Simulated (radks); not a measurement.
Radial electron density D(r) = 4 pi r^2 rho(r) of an atom or ion with 48 electrons. Method: non-relativistic Kohn-Sham, exchange-only PBE, spin-polarised, spherical densities, point nucleus; computed with a radial shooting solver on a logarithmic mesh with Libxc functionals.

```
   r/bohr * D(r) (the largest magnitude, 81.2, reaches the edge; | marks zero)
 0.001536 | *
 0.001774 | *
 0.002032 |  *
 0.002347 |  *
  0.00271 |   *
 0.003105 |    *
 0.003586 |      *
 0.004141 |       *
 0.004783 |          *
  0.00548 |            *
 0.006328 |               *
 0.007308 |                  *
 0.008373 |                      *
  0.00967 |                          *
  0.01117 |                              *
  0.01279 |                                 *
  0.01478 |                                     *
  0.01707 |                                        *
  0.01955 |                                         *
  0.02258 |                                         *
  0.02608 |                                         *
  0.02988 |                                       *
   0.0345 |                                     *
  0.03985 |                                    *
  0.04565 |                                    *
  0.05272 |                                       *
  0.06089 |                                           *
  0.06976 |                                                *
  0.08056 |                                                    *
  0.09304 |                                                      *
   0.1075 |                                                    *
   0.1231 |                                                *
   0.1422 |                                          *
   0.1642 |                                       *
   0.1881 |                                      *
   0.2172 |                                         *
   0.2509 |                                            *
   0.2874 |                                            *
    0.332 |                                      *
   0.3834 |                             *
   0.4392 |                    *
   0.5073 |              *
   0.5858 |             *
   0.6712 |              *
   0.7751 |               *
   0.8952 |              *
    1.026 |            *
    1.184 |        *
    1.368 |     *
    1.567 |   *
     1.81 | *
     2.09 |*
    2.414 |*
    2.766 |*
    3.194 *
    3.689 *
    4.226 *
    4.881 *
    5.637 *
    6.458 *
    7.458 *
```

What is the nuclear charge?

Answer. Z = 50. The innermost maximum, from 1s, lies near 1/Z = 0.02 bohr (found: 0.0220), and its height grows with Z. The density is that of the tin ion Sn2+ in [Kr] 4d10 5s2; the configuration itself is not fixed sharply by these data, and Z only to a few units. D(r) has 4 maxima, at r = 0.0220, 0.0938, 0.267, 0.794 bohr, and minima at 0.0418, 0.178, 0.577 bohr, inside which lie 2.01, 11.31, 28.99 electrons.
